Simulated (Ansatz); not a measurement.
Consider the redistribution: `C[SiH2][SiH2][AlH2]` + `[SiH3][GaH2]` → `[AlH2][SiH2][SiH2][GaH2]` + `C[SiH3]`.

Computed with Ansatz on PBE0-D4/def2-TZVP structures; ΔE is electronic, products minus reactants. CCSD(T)/CBS is the MP2 limit (def2-TZVPP, def2-QZVPP) plus CCSD(T) − MP2 in def2-TZVPP, frozen cores. This one scheme is used for every species. Functionals use def2-TZVPP. For Ga outer-core shells are correlated without core-valence functions, which leaves a few kJ/mol of doubt a bond. Scalar relativity is left out up to krypton. One conformer a species, not always the lowest.

```
                   species  PBE-D4 energy (Eh)
     `C[SiH2][SiH2][AlH2]`          -864.45751
            `[SiH3][GaH2]`         -2216.87899
`[AlH2][SiH2][SiH2][GaH2]`         -2750.33068
                 `C[SiH3]`          -331.01236
```

(1) Work out ΔE.

Largest T1 diagnostic among the species: 0.014.

Results:

(1) ΔE = (-2750.33068) + (-331.01236) − (-864.45751) − (-2216.87899) = -0.00654 Eh = -4.1 kcal/mol. CCSD(T)/CBS gives -3.9 kcal/mol.

In def2-TZVPP, CCSD(T) changes the Hartree–Fock value by −1.0 kcal/mol (the triples alone add −0.3 kcal/mol) and MP2 by −1.6 kcal/mol.
